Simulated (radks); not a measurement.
The numbers below are computed, except where a source is named.
Q: Valence configurations of La (all share [Xe]). Level of theory: Dirac Kohn-Sham, PBE, spin-unpolarised, spherical densities, point nucleus; open shells fill j = l - 1/2 first (a radial shooting solver on a logarithmic mesh with Libxc functionals). Order these by energy: 4f0.5 5d0.5 6s1.5 6p0.5; 5d1 6s2; 5d3; 4f0.5 5d1 6s1.5; 4f0.5 5d1.5 6s1; 5d1.5 6s1.5; 5d2 6s1; 4f0.5 5d0.5 6s2.

A: From the lowest, in eV above it: 4f0.5 5d0.5 6s2 0.000; 5d1 6s2 0.103; 5d1.5 6s1.5 0.407; 4f0.5 5d1 6s1.5 0.471; 5d2 6s1 0.816; 4f0.5 5d1.5 6s1 1.027; 4f0.5 5d0.5 6s1.5 6p0.5 1.056; 5d3 1.886. NIST lists [Xe] 5d1 6s2 as the ground configuration; this level of theory puts 4f0.5 5d0.5 6s2 lower, by 0.103 eV. The energies are those of spherical spin-averaged densities, not of single terms. No valid solution was reached for [Xe] 4f1 6s2; [Xe] 4f1.5 5d0.5 6s1.
